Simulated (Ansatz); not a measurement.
The cluster Mg₂Te, relaxed as a singlet with RKS B3LYP-D4/def2-TZVP in Ansatz, starting from the GFN2-xTB geometry. Force threshold 0.02 eV/Å.

In the def2 sets Te takes a core potential; there is no spin–orbit coupling. The restricted singlet is unstable towards broken spin symmetry at other levels; at B3LYP-D4/def2-TZVP this wasn't settled. Another isomer (triplet) lies 0.46 eV lower at PBE0-D4/def2-TZVP; other spin states weren't run for this one.

Start:

Cartesian coordinates in Å:
```
Mg 0.8681 -1.7538 -0.9267
Mg -0.0331 0.8017 1.6787
Te -0.8351 0.9521 -0.7520
```

```json
{"step": "1", "energy (eV)": "-18186.3092", "largest force component (eV/Å)": "0.432", "SCF passes": "21"}
{"step": "2", "energy (eV)": "-18186.3903", "largest force component (eV/Å)": "0.474", "SCF passes": "25"}
{"step": "3", "energy (eV)": "-18186.5578", "largest force component (eV/Å)": "0.390", "SCF passes": "31"}
{"step": "4 (rejected)", "energy (eV)": "-18186.5097", "largest force component (eV/Å)": "0.670", "SCF passes": "28"}
{"step": "5", "energy (eV)": "-18186.6007", "largest force component (eV/Å)": "0.074", "SCF passes": "26"}
{"step": "6", "energy (eV)": "-18186.6016", "largest force component (eV/Å)": "0.008", "SCF passes": "24"}
```

Force components are those of the run's own axes.

End:

```xyz
3

Mg    0.7185   -1.4988   -0.8727
Mg    0.0137    0.7487    1.7213
Te   -0.7321    0.7501   -0.8487
```

By distances, no bond broke or formed. The bond that changes most is Mg1–Te3, from 3.20 to 2.68 Å (atoms count from 1).

No frequencies were taken in this run, so the end may be a saddle point.

It took 9 s on 2 threads of AMD EPYC 7R13 on a shared host.
